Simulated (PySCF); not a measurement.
C3H10NSi, SMILES C[Si](C)(C)[NH] (connectivity only; charge and spin as stated), charge -1, multiplicity 1.

Geometry optimised at PBE0-D3(BJ)/def2-SVPD. The spin state was assumed, not searched. The isomer is the one that the SMILES or the coordinates give; other isomers of the formula were not compared. One conformer was computed; it need not be the lowest.

All values below come from PBE/def2-SVPD in PySCF.

The molecule is in vacuum. A positive occupied level means that this level leaves the electron formally unbound; only the finite basis holds it.

Problem. Estimate the frontier levels, gap, dipole moment and polarisability. (The exact figures need the calculation; the answer reports its results.)

Solution. 
```
Item                                                                Result
------------------------------------------------  ------------------------
highest occupied level                                             1.01 eV
lowest empty level                                                 3.57 eV
orbital gap                                                        2.56 eV
dipole moment about the centre of nuclear charge                    4.07 D
mean static polarisability                           99.2 bohr³ (14.70 Å³)
polarisability, principal values                  92.1, 101.1, 104.3 bohr³
```
